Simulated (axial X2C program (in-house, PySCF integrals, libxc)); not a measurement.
NaI⁻: cheaper levels and CCSD(T), with spin–orbit coupling

Calculated with an in-house all-electron X2C program for linear molecules (integrals from PySCF). Two-component (2c) means X2C with spin–orbit coupling and atomic mean-field two-electron Coulomb and Gaunt terms. Basis: I dyall-acv3z [12s13p9d5f1g], Na dyall-av3z [10s9p5d2f] (cores contracted in-house); Gaussian nuclei, density fitting, unrestricted open shells. Masses: I 126.904 u, Na 22.990 u.

State: Ω = 1/2 (⟨Sz⟩ = 0.50, ⟨Lz⟩ = 0.00 at HF); fragments I- + Na.

```csv
level,Re (Å),ωe (cm⁻¹),De (eV)
PBE0,2.916,174.7,0.937
HF,2.964,169.6,0.879
MP2,2.957,171.3,0.935
CCSD,2.952,172.2,0.948
BLYP,2.961,161.7,0.796
```

Correlated methods: 9 electrons correlated (number of frozen shells: I 4 s, 3 p, 2 d; Na 2 s, 1 p), 317 virtual spin orbitals or spinors in MP2, 90 natural virtuals in coupled cluster.

CCSD(T), same Hamiltonian and basis:

Re = 2.955 Å, ωe = 171.7 cm⁻¹, De = 0.95 eV; T1 = 0.008 (Lee–Taylor normalisation).

Task: Give the differences from CCSD(T) in the columns below.

Result: 

| level | ΔRe (Å) | Δωe (cm⁻¹) | ΔDe (eV) |
| --- | --- | --- | --- |
| PBE0 | -0.039 | 3.0 | -0.01 |
| HF | 0.009 | -2.1 | -0.07 |
| MP2 | 0.002 | -0.4 | -0.02 |
| CCSD | -0.003 | 0.5 | 0.00 |
| BLYP | 0.006 | -10.0 | -0.15 |

The state is a single determinant with fixed occupations, the lowest that a limited PBE0 search found. De is counted from the lowest determinant-based energies of the atoms at the same level, without counterpoise correction. Density functionals use the spin component along the axis (collinear). CCSD and (T) use frozen natural virtuals with an MP2 correction for the truncation; (T) itself is uncorrected, so its De runs slightly low. The highest occupied level of some functionals is positive through self-interaction error; at Hartree–Fock it is bound. With the outer-core shells frozen, correlated bond lengths of heavy atoms tend to come out a few hundredths of an ångström too long. Hartree–Fock gets electron affinities wrong, so its lowest charge split need not be the true one.
